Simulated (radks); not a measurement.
The platinum anion Pt2-, [Hg], held by a Watson sphere: a shell of charge +2 at radius R that stands for the Madelung well of a crystal (potential energy -2/R inside, -2/r outside, in hartree with lengths in bohr). All-electron calculation, scalar-relativistic Kohn-Sham, LDA (Slater exchange, Perdew-Wang correlation), spin-polarised, spherical densities, finite nucleus; Fermi nuclear charge, rms radius of each element as measured or else 0.836 A^(1/3) + 0.57 fm. Program: a radial shooting solver on a logarithmic mesh with Libxc functionals.

R (bohr),e(5p) (eV),e(6s) (eV),e(5d) (eV),<r> 5d (bohr),sum of <r^2> (bohr^2),X-ray form factor at sin(theta)/lambda = 0.2 1/angstrom
2.97,-54.719,-6.886,-5.694,1.828,81.49,66.168
4.18,-53.061,-5.121,-3.719,1.901,92.47,66.102
4.56,-52.642,-4.634,-3.246,1.916,95.78,66.110
4.58,-52.621,-4.609,-3.222,1.917,95.95,66.110
4.64,-52.559,-4.537,-3.154,1.919,96.47,66.112
5.18,-52.050,-3.939,-2.594,1.937,101.2,66.127
5.3,-51.948,-3.819,-2.483,1.941,102.2,66.130
6.11,-51.354,-3.113,-1.847,1.965,109.5,66.148
6.48,-51.133,-2.846,-1.613,1.977,113.1,66.154
